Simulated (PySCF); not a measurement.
A calculated (wB97X-V, PySCF 2.14, cc-pVDZ-X2C, scalar relativity by spin-free X2C-1e) atom or ion has these occupied shells.

| shell | electrons | orbital energy (eV) | rms radius, mean of both spins (bohr) |
| --- | --- | --- | --- |
| 1s α | 1 | -45018.4 | 0.0264 |
| 1s β | 1 | -45018.4 | 0.0264 |
| 2s α | 1 | -7362.8 | 0.107 |
| 2s β | 1 | -7362.8 | 0.107 |
| 2p α | 3 | -6585.9 | 0.0959 |
| 2p β | 3 | -6585.8 | 0.0959 |
| 3s α | 1 | -1636.8 | 0.278 |
| 3s β | 1 | -1635.4 | 0.278 |
| 3p α | 3 | -1391.1 | 0.278 |
| 3p β | 3 | -1389.7 | 0.278 |
| 3d α | 5 | -1049.8 | 0.256 |
| 3d β | 5 | -1048.6 | 0.256 |
| 4s α | 1 | -352.29 | 0.629 |
| 4s β | 1 | -348.65 | 0.629 |
| 4p α | 3 | -270.83 | 0.668 |
| 4p β | 3 | -267.09 | 0.668 |
| 4d α | 5 | -154.25 | 0.739 |
| 4d β | 5 | -150.09 | 0.739 |
| 5s α | 1 | -67.956 | 1.50 |
| 5s β | 1 | -66.131 | 1.50 |
| 5p α | 3 | -46.368 | 1.73 |
| 5p β | 3 | -45.001 | 1.73 |
| 4f α | 4 | -30.658 | 1.04 |
| 6s α | 1 | -17.915 | 4.00 |

Name the element and its charge.

Pm²⁺ (promethium, charge +2), in [Xe] 4f4 6s1, one real determinant (an excited configuration).
